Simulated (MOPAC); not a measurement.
MOPAC input (PM3):

```
PM3 1SCF UHF MS=0.5 GEO-OK AUX(PRECISION=9) THREADS=1
C6H7

C     1.50492706 1   -0.60466710 1   -0.07475432 1
C     1.44770015 1    0.91750541 1    0.24036628 1
C    -0.06470589 1    0.62140119 1    0.42475711 1
C     0.12960980 1   -0.71401574 1    0.12316742 1
C    -1.31589384 1   -0.96191009 1   -0.30454618 1
C    -1.48805331 1    0.61285143 1   -0.15318532 1
H     2.28835060 1   -1.23843322 1   -0.46748317 1
H     1.68142096 1    1.54341397 1   -0.62461506 1
H     1.99299505 1    1.29271556 1    1.10854041 1
H    -1.45236276 1   -1.34466810 1   -1.31581685 1
H    -1.91659155 1   -1.55342644 1    0.38585634 1
H    -1.58364837 1    1.11280011 1   -1.12019523 1
H    -2.29166764 1    0.96060734 1    0.49888356 1
```

From the output:

```
                                                       MOPAC v23.2.5 Linux

          FINAL HEAT OF FORMATION =        124.19817 KCAL/MOL =     519.64516 KJ/MOL

          COSMO AREA              =        124.83 SQUARE ANGSTROMS
          COSMO VOLUME            =        112.95 CUBIC ANGSTROMS

          IONIZATION POTENTIAL    =          9.135346 EV
          ALPHA SOMO LUMO (EV)    =         -9.135  0.985
          BETA  SOMO LUMO (EV)    =        -10.006  0.355
          NO. OF ALPHA ELECTRONS  =         16
          NO. OF BETA  ELECTRONS  =         15
          MOLECULAR WEIGHT        =         79.1213         POINT GROUP:  C1

          MOLECULAR DIMENSIONS (Angstroms)

            Atom       Atom       Distance
            H    13    H     7     5.17167
            H    10    H     9     4.74584
            H     8    H    11     3.03824

          SCF CALCULATIONS        =          1

   ATOM   CHEMICAL          X               Y               Z
  NUMBER   SYMBOL      (ANGSTROMS)     (ANGSTROMS)     (ANGSTROMS)

     1       C          1.50492706  *  -0.60466710  *  -0.07475432  *
     2       C          1.44770015  *   0.91750541  *   0.24036628  *
     3       C         -0.06470589  *   0.62140119  *   0.42475711  *
     4       C          0.12960980  *  -0.71401574  *   0.12316742  *
     5       C         -1.31589384  *  -0.96191009  *  -0.30454618  *
     6       C         -1.48805331  *   0.61285143  *  -0.15318532  *
     7       H          2.28835060  *  -1.23843322  *  -0.46748317  *
     8       H          1.68142096  *   1.54341397  *  -0.62461506  *
     9       H          1.99299505  *   1.29271556  *   1.10854041  *
    10       H         -1.45236276  *  -1.34466810  *  -1.31581685  *
    11       H         -1.91659155  *  -1.55342644  *   0.38585634  *
    12       H         -1.58364837  *   1.11280011  *  -1.12019523  *
    13       H         -2.29166764  *   0.96060734  *   0.49888356  *

                             CARTESIAN COORDINATES

   1    C        1.504927060    -0.604667100    -0.074754320
   2    C        1.447700150     0.917505410     0.240366280
   3    C       -0.064705890     0.621401190     0.424757110
   4    C        0.129609800    -0.714015740     0.123167420
   5    C       -1.315893840    -0.961910090    -0.304546180
   6    C       -1.488053310     0.612851430    -0.153185320
   7    H        2.288350600    -1.238433220    -0.467483170
   8    H        1.681420960     1.543413970    -0.624615060
   9    H        1.992995050     1.292715560     1.108540410
  10    H       -1.452362760    -1.344668100    -1.315816850
  11    H       -1.916591550    -1.553426440     0.385856340
  12    H       -1.583648370     1.112800110    -1.120195230
  13    H       -2.291667640     0.960607340     0.498883560

           Empirical Formula: C6 H7  =    13 atoms

      MOLECULAR POINT GROUP   :   C1

          ALPHA EIGENVALUES
 -41.01781 -32.14599 -24.88964 -22.60984 -21.68220 -17.26883 -16.34241 -15.34295
 -14.99700 -14.50035 -12.81723 -12.76714 -12.49257 -11.57265 -10.43960  -9.13535
   0.98462   2.11765   2.69426   3.19061   3.34501   3.73314   3.97564   4.12471
   4.19384   4.24337   4.53731   4.74379   4.87872   5.35206   6.04120

           BETA EIGENVALUES
 -40.78658 -31.92018 -24.79446 -22.52769 -21.06140 -17.12498 -16.11972 -15.31841
 -14.56202 -14.21762 -12.81638 -12.65436 -12.32434 -11.45969 -10.00553   0.35549
   1.46746   2.36236   2.96839   3.23090   3.49955   3.84852   4.06296   4.12620
   4.30598   4.40746   4.58870   4.93634   5.06251   5.51901   6.19120

              NET ATOMIC CHARGES AND DIPOLE CONTRIBUTIONS

  ATOM NO.   TYPE          CHARGE      No. of ELECS.   s-Pop       p-Pop
    1          C          -0.119752        4.1198     1.23077     2.88898
    2          C           0.025337        3.9747     1.15746     2.81721
    3          C          -0.202069        4.2021     1.30867     2.89340
    4          C          -0.178356        4.1784     1.24098     2.93738
    5          C          -0.005228        4.0052     1.16168     2.84355
    6          C          -0.016455        4.0165     1.16458     2.85187
    7          H           0.127977        0.8720     0.87202
    8          H           0.055644        0.9444     0.94436
    9          H           0.068264        0.9317     0.93174
   10          H           0.057797        0.9422     0.94220
   11          H           0.065334        0.9347     0.93467
   12          H           0.055438        0.9446     0.94456
   13          H           0.066070        0.9339     0.93393
 DIPOLE           X         Y         Z       TOTAL
 POINT-CHG.    -0.231     0.259    -0.901     0.965
 HYBRID         0.077    -0.117    -0.273     0.306
 SUM           -0.154     0.143    -1.174     1.192

          ATOMIC ORBITAL ELECTRON POPULATIONS

     Atom    s        px        py        pz
    1  C   1.23077   0.93755   0.94571   1.00573
    2  C   1.15746   0.89153   0.92729   0.99839
    3  C   1.30867   0.94246   0.98764   0.96330
    4  C   1.24098   0.94802   1.01345   0.97591
    5  C   1.16168   0.89461   0.95146   0.99748
    6  C   1.16458   0.92118   0.94401   0.98669
    7  H   0.87202
    8  H   0.94436
    9  H   0.93174
   10  H   0.94220
   11  H   0.93467
   12  H   0.94456
   13  H   0.93393

                    (SZ)    =    0.500000
                    (S**2)  =    1.033384

          ATOMIC ORBITAL SPIN POPULATIONS

    Atom   Total    s     px     py     pz
         Atomic
    1  C  0.8898  0.063  0.096  0.113  0.617
    2  C -0.1628 -0.020 -0.058 -0.060 -0.025
    3  C  0.9440  0.106  0.073  0.104  0.661
    4  C -0.6687 -0.064 -0.059 -0.161 -0.385
    5  C  0.0840  0.010  0.045  0.015  0.014
    6  C -0.0990 -0.013 -0.050 -0.016 -0.020
    7  H -0.0522 -0.052
    8  H  0.0285  0.029
    9  H  0.0230  0.023
   10  H -0.0152 -0.015
   11  H -0.0171 -0.017
   12  H  0.0261  0.026
   13  H  0.0194  0.019

 **********************
 *                    *
 * JOB ENDED NORMALLY *
 *                    *
 **********************

 == MOPAC DONE ==
```

The geometry given is a B3LYP-D3(BJ)/def2-TZVP minimum.

The determinant is spin-contaminated: <S^2> is 1.03 against 0.75 for a pure state.
